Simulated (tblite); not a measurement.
Start geometry of `[H]/N=C(/C=N\C)CCS[SiH3]` from a force field or distance geometry (Å):
```
atom  x, y, z in Å
C1    -2.3721    1.4383    0.4428
N2    -2.6039    0.1476    1.0569
C3    -2.1495   -0.9083    0.4653
C4    -1.3667   -0.9086   -0.8264
N5    -1.9176   -0.5239   -1.9132
C6     0.0489   -1.4077   -0.7273
C7     0.9377   -0.3290   -0.1077
S8     2.6587   -0.9175   -0.0149
Si9    3.6964    0.7233    0.8890
H10   -1.3364    1.6057    0.1832
H11   -2.6600    2.2229    1.1550
H12   -3.0180    1.5642   -0.4380
H13   -2.3332   -1.9025    0.9035
H14   -1.2568   -0.5924   -2.7096
H15    0.3997   -1.6597   -1.7287
H16    0.0580   -2.3216   -0.1091
H17    0.5902   -0.0842    0.9089
H18    0.8933    0.5778   -0.7048
H19    3.4981    1.9224    0.0333
H20    3.0971    0.9730    2.2282
H21    5.1273    0.3970    1.0130
```

What comes out of this run: tblite, GFN2-xTB geometry optimisation, gas phase?

```
atom  x, y, z in Å
C1    -3.2067    1.3679    0.1874
N2    -2.5749    0.4140    1.0355
C3    -1.7456   -0.4424    0.6296
C4    -1.1911   -0.6548   -0.7253
N5    -1.8500   -0.2934   -1.7402
C6     0.1863   -1.2796   -0.7494
C7     1.1997   -0.3269   -0.1292
S8     2.8640   -1.1009   -0.1199
Si9    3.9478    0.3627    1.0049
H10   -2.6833    1.5481   -0.7557
H11   -3.3243    2.2893    0.7596
H12   -4.2023    0.9897   -0.0502
H13   -1.3455   -1.1050    1.3928
H14   -1.3925   -0.4620   -2.6357
H15    0.4841   -1.5070   -1.7763
H16    0.1772   -2.2134   -0.1822
H17    0.9299   -0.0882    0.9001
H18    1.2632    0.5965   -0.7067
H19    3.8623    1.6327    0.2914
H20    3.3031    0.4719    2.3093
H21    5.2898   -0.1822    1.0597
```

The energy falls by 0.291 eV over 204 L-BFGS steps, the largest force on an atom goes from 2.32 to 0.010 eV/Å, and the atoms move by 0.696 Å rms after alignment. The bond that changes most is N2=C3 (imine nitrogen to imine carbon), which shortens by 0.033 Å. Bonds longer at the end by more than 0.005 Å: 3 of 20; shorter: 14. Among the angles that change most is S8–Si9–H21, from 109.7° to 103.4°. Among the dihedrals that turn most is H13–C3–C4–N5, from 114° to 157°. Rotational constants go from 2019, 491.5, 436.2 to 2356, 438.9, 396.9 MHz. The orientation of the end geometry is arbitrary; only internal coordinates are fixed.

Its GFN2-xTB frequencies are all real (lowest 21 cm⁻¹). One conformer, not necessarily the lowest.

All values are computed, not measured.
